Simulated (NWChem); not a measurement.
GeCl$_{2}$F$_{2}$; SMILES [Ge]([Cl])([Cl])([F])[F]

Program: NWChem. Medium grid unless said otherwise, to which SCAN and Minnesota functionals are sensitive. Coordinates come from a PBE0/def2-SVP optimisation. Hybrids' shares of exact exchange are those that their runs print; pure functionals count as 0. The functionals differ in more than this share.

```
row              share of exact exchange  orbital gap (eV)
---------------  -----------------------  ----------------
PBE/def2-SVP                        0.00              5.59
BLYP/def2-SVP                       0.00              5.47
B3LYP/def2-SVP                      0.20              7.51
PBE0/def2-SVP                       0.25              8.15
M06/def2-SVP                        0.27              7.84
MPW1K/def2-SVP                      0.43              9.99
MN15/def2-SVP                       0.44              9.72
M06-2X/def2-SVP                     0.54          withheld
```

Q: Fit a straight line of the last column on the one before it, predict the withheld value, and compare with the run.

A: 
1. Means of the 7 shown rows: x = 0.227, y = 7.753. Slope Σ(x − x̄)(y − ȳ)/Σ(x − x̄)² = 1.902/0.1927 = 9.867; intercept 5.512.
2. The shown rows scatter about the line by 0.179 (root mean square); the largest residual is -0.34, at M06/def2-SVP.
3. At x = 0.54 (M06-2X/def2-SVP; beyond the shown range) the line gives 10.84.
4. The run gives 10.99, +0.15 from the line, 0.8 times the scatter.
